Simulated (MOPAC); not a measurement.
A run for MOPAC: PM7 on F2GaHSe (SMILES [F][Ga]([F])[SeH]), a point of a torsion scan.

```
PM7 1SCF PRECISE CHARGE=0 THREADS=1
F2GaHSe

F     -1.55578424 1     1.48771529 1     0.08526094 1
Ga    -0.63381728 1    -0.00805867 1     0.05116253 1
F     -1.65346826 1    -1.43732212 1    -0.13317959 1
Se     1.63793045 1    -0.25660473 1     0.38360775 1
H      1.41750657 1    -1.58429746 1     0.92322548 1
```

The log:

```
*******************************************************************************
 **                                                                           **
 **                              MOPAC v23.2.5                                **
 **                                                                           **
 *******************************************************************************
 ** MOPAC's Digital Object Identifier: https://doi.org/10.5281/zenodo.6511958 **
 **                                                                           **
 ** Please cite the open-source release paper for use of this MOPAC version:  **
 ** J. E. Moussa and J. J. P. Stewart (2026)                                  **
 ** MOPAC: An open-source semiempirical molecular orbital program             **
 ** J. Open Source Softw., 11(119), 8025, https://doi.org/10.21105/joss.08025 **
 *******************************************************************************

                              PM7 CALCULATION RESULTS

 *******************************************************************************
 *  PM7        - The PM7 Hamiltonian to be used
 *
 *
 *
 *                 CHARGE ON SYSTEM = 0
 *
 *
 *
 *  PRECISE    - TIGHTER CRITERIA TO BE USED
 *  1SCF       - DO 1 SCF AND THEN STOP
 *  THREADS=1  - MULTI-THREADING NOT USED
 *  T=         - A TIME OF 172800.0 SECONDS REQUESTED
 *  DUMP=N     - RESTART FILE WRITTEN EVERY 7200.0 SECONDS REQUESTED
 *******************************************************************************
PM7 1SCF PRECISE CHARGE=0 THREADS=1
 F2GaHSe

   ATOM   CHEMICAL          X               Y               Z
  NUMBER   SYMBOL      (ANGSTROMS)     (ANGSTROMS)     (ANGSTROMS)

     1       F         -1.55578424  *   1.48771529  *   0.08526094  *
     2      Ga         -0.63381728  *  -0.00805867  *   0.05116253  *
     3       F         -1.65346826  *  -1.43732212  *  -0.13317959  *
     4      Se          1.63793045  *  -0.25660473  *   0.38360775  *
     5       H          1.41750657  *  -1.58429746  *   0.92322548  *



          CARTESIAN COORDINATES

    NO.       ATOM           X           Y           Z

     1         F         -1.5558      1.4877      0.0853
     2        Ga         -0.6338     -0.0081      0.0512
     3         F         -1.6535     -1.4373     -0.1332
     4        Se          1.6379     -0.2566      0.3836
     5         H          1.4175     -1.5843      0.9232

 General Reference for PM7:
 "Optimization of Parameters for Semiempirical Methods VI: More Modifications to the
 NDDO Approximations and Re-optimization of Parameters", J. J. P. Stewart, J. Mol. Mod., 1:32, 19 (2013)
 https://link.springer.com/article/10.1007/s00894-012-1667-x

           Empirical Formula: H F2 Ga Se  =     5 atoms



      MOLECULAR POINT GROUP   :   C1


      RHF CALCULATION, NO. OF DOUBLY OCCUPIED LEVELS = 12


 -------------------------------------------------------------------------------
 PM7 1SCF PRECISE CHARGE=0 THREADS=1
 F2GaHSe



     1SCF WAS SPECIFIED, SO BFGS WAS NOT USED
     SCF FIELD WAS ACHIEVED


                              PM7 CALCULATION
                                                       MOPAC v23.2.5 Linux




          FINAL HEAT OF FORMATION =          6.47004 KCAL/MOL =      27.07063 KJ/MOL


          COSMO AREA              =        115.90 SQUARE ANGSTROMS
          COSMO VOLUME            =        100.90 CUBIC ANGSTROMS

          IONIZATION POTENTIAL    =          9.264905 EV
          HOMO LUMO ENERGIES (EV) =         -9.265 -1.232
          NO. OF FILLED LEVELS    =         12
          MOLECULAR WEIGHT        =        187.6997         POINT GROUP:  C1

          MOLECULAR DIMENSIONS (Angstroms)

            Atom       Atom       Distance
            H     5    F     1     4.35659
           Se     4    F     3     3.19450
            F     3    H     5     0.45245


          SCF CALCULATIONS        =          1





   ATOM   CHEMICAL          X               Y               Z
  NUMBER   SYMBOL      (ANGSTROMS)     (ANGSTROMS)     (ANGSTROMS)

     1       F         -1.55578424  *   1.48771529  *   0.08526094  *
     2      Ga         -0.63381728  *  -0.00805867  *   0.05116253  *
     3       F         -1.65346826  *  -1.43732212  *  -0.13317959  *
     4      Se          1.63793045  *  -0.25660473  *   0.38360775  *
     5       H          1.41750657  *  -1.58429746  *   0.92322548  *

                             CARTESIAN COORDINATES

   1    F       -1.555784240     1.487715290     0.085260940
   2   Ga       -0.633817280    -0.008058670     0.051162530
   3    F       -1.653468260    -1.437322120    -0.133179590
   4   Se        1.637930450    -0.256604730     0.383607750
   5    H        1.417506570    -1.584297460     0.923225480


           Empirical Formula: H F2 Ga Se  =     5 atoms



      MOLECULAR POINT GROUP   :   C1


                  EIGENVALUES
 -38.19338 -37.88665 -24.98085 -17.68699 -14.75103 -14.69858 -14.66913 -14.27673
 -13.67933 -12.71092 -11.55808  -9.26490  -1.23240   0.02658   0.55488   1.53618
   1.90015


              NET ATOMIC CHARGES AND DIPOLE CONTRIBUTIONS

  ATOM NO.   TYPE          CHARGE      No. of ELECS.   s-Pop       p-Pop
    1          F          -0.472926        7.4729     1.96352     5.50940
    2         Ga           0.752783        2.2472     1.23995     1.00727
    3          F          -0.495649        7.4956     1.96440     5.53125
    4         Se           0.172046        5.8280     1.95127     3.87669
    5          H           0.043746        0.9563     0.95625
 DIPOLE           X         Y         Z       TOTAL
 POINT-CHG.     6.830    -0.532     0.819     6.900
 HYBRID        -2.223    -0.570    -0.019     2.295
 SUM            4.607    -1.102     0.800     4.804


          ATOMIC ORBITAL ELECTRON POPULATIONS

     Atom    s        px        py        pz
    1  F   1.96352   1.87584   1.67064   1.96292
    2 Ga   1.23995   0.50617   0.39198   0.10912
    3  F   1.96440   1.86289   1.70807   1.96029
    4 Se   1.95127   0.84254   1.20756   1.82659
    5  H   0.95625

 **********************
 *                    *
 * JOB ENDED NORMALLY *
 *                    *
 **********************




 == MOPAC DONE ==
```

The run finished.

Cost: roughly 0.020 core-seconds.
